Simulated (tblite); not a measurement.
Run record: tight-binding relaxation, `O=C(Br)C1=CC=C(F)S1`.

Computed with GFN2-xTB geometry optimisation, gas phase (tblite 0.8.0). Start geometry: from a force field or distance geometry. The input is one job of a driver script: a line of settings, then coordinates in Å.

Command:
```bash
OMP_NUM_THREADS=1 python probes_run.py task.json out
```

Input:
```
{"job": {"kind": "relax", "xc": "GFN2-xTB", "basis": "xTB"}, "charge": 0, "multiplicity": 1}
O     -2.628100    -1.611900    -0.288800
C     -2.080400    -0.543600    -0.054800
Br    -3.245700     0.904900     0.381400
C     -0.649000    -0.289300    -0.055600
C      0.062900     0.862400     0.221600
C      1.470400     0.676400     0.099200
C      1.780400    -0.610300    -0.242700
F      3.045700    -1.041100    -0.402100
S      0.422900    -1.598900    -0.423900
H     -0.393600     1.812300     0.479900
H      2.219900     1.441800     0.259900
```

Output:
```
step      E/eV     max force
  0    -757.07283    2.463
  1    -757.12920    2.808
  2    -757.18411    0.467
  3    -757.19586    0.384
  4    -757.21617    0.299
  5    -757.22086    0.313
  6    -757.22517    0.295
  7    -757.22910    0.219
  8    -757.23223    0.154
  9    -757.23364    0.129
 10    -757.23438    0.085
 11    -757.23488    0.076
 12    -757.23539    0.073
 13    -757.23605    0.093
 14    -757.23690    0.106
 15    -757.23775    0.086
 16    -757.23833    0.071
 17    -757.23866    0.050
 18    -757.23889    0.043
 19    -757.23906    0.036
 20    -757.23915    0.024
 21    -757.23918    0.016
 22    -757.23920    0.012
 23    -757.23921    0.007
```

«max force» is the largest atomic force in eV/Å.

Task: From which step on does the largest force stay under 0.1 eV/Å, and how much energy is left to gain from there?

Result: From step 15 (0.086 eV/Å), 1.5 meV above the end.

Main results: energy lowered by 3.8 kcal/mol over 23 steps; largest atomic force 0.007 eV/Å at the end.

Task: Give the final coordinates.

Result: 0.064 Å rms from the input after alignment:
```
atom  x, y, z in Å
O1    -2.6125   -1.6050   -0.2926
C2    -2.0444   -0.5905   -0.0593
Br3   -3.1263    1.0058    0.3989
C4    -0.6397   -0.3175   -0.0541
C5     0.0507    0.8435    0.2095
C6     1.4382    0.6932    0.1082
C7     1.7745   -0.5863   -0.2324
F8     3.0050   -1.0439   -0.4059
S9     0.4342   -1.6420   -0.4398
H10   -0.4297    1.7702    0.4668
H11    2.1553    1.4750    0.2748
```

The run took 0.58 s on one thread, Intel Xeon at 2.50 GHz (x86_64), shared host with 64 logical CPUs at a one-minute load of 53.
Labels such as C1 count atoms from 1, the log's own numbers from 0.
